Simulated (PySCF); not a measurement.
# Gas-phase XPS of `O[B@@H-](Cl)CCl`, computed

CH4BCl2O (charge -1).
Z-matrix (Å and degrees, PBE0-D3(BJ)/def2-SVP geometry), rows numbered from 1:
```
O 
B   1  1.4260
Cl  2  2.0166  1  110.34
C   2  1.6265  1  115.91  3   111.34
Cl  4  1.8336  2  113.23  1    63.29
H   1  0.9615  2  108.54  3   -67.66
H   2  1.2302  1  110.74  3  -117.96
H   4  1.0991  2  112.38  1  -177.31
H   4  1.1034  2  112.64  1   -55.61
```

Computed with delta-SCF UKS SCAN, pcX-2 on the ionised atom, pcseg-1 elsewhere, spin-free X2C in PySCF 2.14.0. Each binding energy is the total energy of the core-ionised species, with the hole localised on one atom, minus that of the ground state; both are solved self-consistently, so orbital relaxation is included.

Task: List the computed XPS lines with their assignment.

Result: 
```csv
atom(s),environment,level,binding energy (eV),2p1/2 (eV),above the level's lowest (eV),count
O1,boron-bound oxygen,O 1s,533.34,–,0.00,1
B2,four-coordinate boron,B 1s,191.02,–,0.00,1
Cl3,chlorine bonded to B,Cl 2p3/2,199.57,201.22,0.00,1
Cl3,chlorine bonded to B,Cl 1s,2822.16,–,0.00,1
C4,sp3 C–Cl carbon,C 1s,286.86,–,0.00,1
Cl5,alkyl chlorine,Cl 2p3/2,201.25,202.90,+1.68,1
Cl5,alkyl chlorine,Cl 1s,2823.84,–,+1.68,1
```

Lowest listed Cl 1s: Cl3, bonded to B. Highest, 1.68 eV above it: Cl5, bonded to C. Summing the Pauling electronegativity differences to the bonded atoms, each weighted by its formal bond order, gives -1.12 for the lowest site and -0.61 for the highest.

Lowest listed Cl 2p3/2: Cl3, bonded to B. Highest, 1.68 eV above it: Cl5, bonded to C. Summing the Pauling electronegativity differences to the bonded atoms, each weighted by its formal bond order, gives -1.12 for the lowest site and -0.61 for the highest.

Task: Which photon energy gives electrons from O 1s of O1 a kinetic energy of 50 eV, and what is their de Broglie wavelength?

Result: hν = 533.34 + 50 = 583.34 eV, recoil neglected; λ = 12.264 Å/√(E/eV) = 1.73 Å.

Task: Which photon wavelength matches the O 1s of O1 threshold?

Result: λ = hc/E = 12398.42 eV Å / 533.34 eV = 23.247 Å.

Spin–orbit and ligand-field terms were added within each 2p shell after the spin-free SCF. 2p1/2 minus 2p3/2 (ligand field included): Cl 1.65 eV. The species carries charge -1, so core ionisation leaves a neutral species. The basis sets have no added diffuse functions. Geometry: PBE0-D3(BJ)/def2-SVP, one conformer, isolated ion. The geometry's basis has no diffuse functions, a weakness for an anion.
